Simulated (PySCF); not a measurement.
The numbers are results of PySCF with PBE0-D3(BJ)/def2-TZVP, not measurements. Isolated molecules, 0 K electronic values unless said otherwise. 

Reference species (SMILES): `C#C[Si][SiH3]` (lower singlet) (neutral, multiplicity 1).

- dipole moment = 1.05 D

Changed species: `[SiH3][Si][SiH3]` (lower singlet) (X = silyl, multiplicity 1; the reference has X = ethynyl, multiplicity 1).

Task: What does the change do to the dipole moment?

Result: the dipole moment drops by 0.95 D, to 0.10 D.
